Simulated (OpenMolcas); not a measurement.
2s² 2p² along the 6-electron sequence

```
Program             : OpenMolcas
Method              : CASSCF
Basis               : ANO-RCC-VTZP
Scalar Hamiltonian  : DKH2, point nucleus
Spin-orbit coupling : state interaction with AMFI integrals over the reference wave functions, term energies averaged over their components
```

Active space for each ion: 2 electrons in 3 orbitals (2p).

Computed levels in cm-1 above ³P₀:

```tsv
Level	N+	O2+	F3+	Ne4+
³P₁	47.2	114	230	410
³P₂	141	336	674	1189
¹D₂	17823	22739	27763	32800
¹S₀	43907	56077	68290	80404
weight of ³P in the lowest level (%)	100	100	100	100
```

Measured, with the error of the calculation in %. Measured levels: N+ from NIST Handbook of Basic Atomic Spectroscopic Data; O2+ from Moore, Selected Tables of Atomic Spectra, NSRDS-NBS 3, section 11; F3+ from Moore, Atomic Energy Levels, vol. I, NSRDS-NBS 35 (1971 reprint of NBS Circular 467, 1949); Ne4+ from NIST levels in Podobedova, Fuhr, Reader and Wiese, J. Phys. Chem. Ref. Data 33, 525 (2004).

| Level | N+ | O2+ | F3+ | Ne4+ |
| --- | --- | --- | --- | --- |
| ³P₁ | 48.7 (-3.0) | 113 (+0.3) | 225 (+2.0) | 412 (-0.7) |
| ³P₂ | 131 (+7.5) |  | 613 (+9.9) | 1110 (+7.1) |
| ¹D₂ | 15316 (+16.4) | 20273 (+12.2) | 25241 (+10.0) | 30292 (+8.3) |
| ¹S₀ | 32689 (+34.3) | 43186 (+29.8) | 53544 (+27.5) | 63914 (+25.8) |

The fine-structure level ³P₂ changes by a factor of 8.43 from N+ to Ne4+. Its fourth root runs 3.45, 4.28, 5.10, 5.87, with steps per unit of Z of 0.84, 0.81, 0.78; equal steps would mean a (Z - σ)^4 law with constant σ.

¹D₂ changes by a factor of 1.84 over the same range, with steps per unit of Z of +4920, +5020, +5040 cm-1.

With the s shell closed, the reference lacks s² → p² mixing. Without dynamic correlation excited terms often stand tens of per cent too high (terms of higher spin than the ground term too low), and those without a measured partner can miss by more than the paired ones (holds for N+). Computed and measured levels are paired by configuration, term and J; levels that our copy of the source lacks, or whose pairing is in doubt (as where it misses far off the trend of its configuration), stay unpaired and out of the deviations. Only configurations of the active space appear.
